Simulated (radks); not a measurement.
Results of a calculation; reference values are marked as such.
Spherical quantum dot in the effective-mass picture: electrons in a parabolic well V = omega^2 r^2 / 2 with omega = 2.33, with a point charge +1 (a donor) at the centre, all in effective atomic units (hartree* = m*/eps^2 hartree, bohr* = eps/m* bohr), one dielectric constant everywhere. Level of theory: non-relativistic Kohn-Sham, LDA (Slater exchange, Perdew-Wang correlation), spin-polarised, spherical densities (a radial shooting solver with Libxc functionals). Levels are named by radial order and angular momentum (1s, 1p, 1d, 2s, ...), and open shells are averaged over m. Results are scaled to m* = 0.125 and eps = 15.3, for which hartree* = 14.53 meV and bohr* = 6.477 nm.

N = 17, configuration 1s2 1p6 1d(up 5, down 2) 2s2. This is the lowest configuration that the search found. Occupied and some empty levels:

level    occupation  eigenvalue (meV)  <r> (nm)
1s up             1            219.64     5.564
1s down           1            220.47     5.516
1p up             3            244.18     7.719
1p down           3            245.37     7.707
2s up             1            265.27     7.926
2s down           1            266.13     7.961
1d up             5            267.45     9.041
1d down           2            268.71     9.051
1f up             0            291.89     10.08
1f down           0            293.09     10.10
2p up             0            295.21     9.115
2p down           0            296.02     9.128
1g up             0            317.57     10.96
1g down           0            318.66     10.99

Energy (meV): total 2858.99, kinetic 610.08, external 913.46, Hartree 1510.8, exchange-correlation -175.39.

Electron density:

r (nm)  n(r) (e/nm^3)
0.341         0.01306
1.63         0.008502
2.91         0.005626
4.19         0.004239
5.48         0.003772
6.76         0.003496
8.04         0.002934
9.33         0.002066
10.6         0.001188
11.9        0.0005491
13.2        0.0002021
14.5       0.00005976
15.8       0.00001416
17.0        2.698e-06
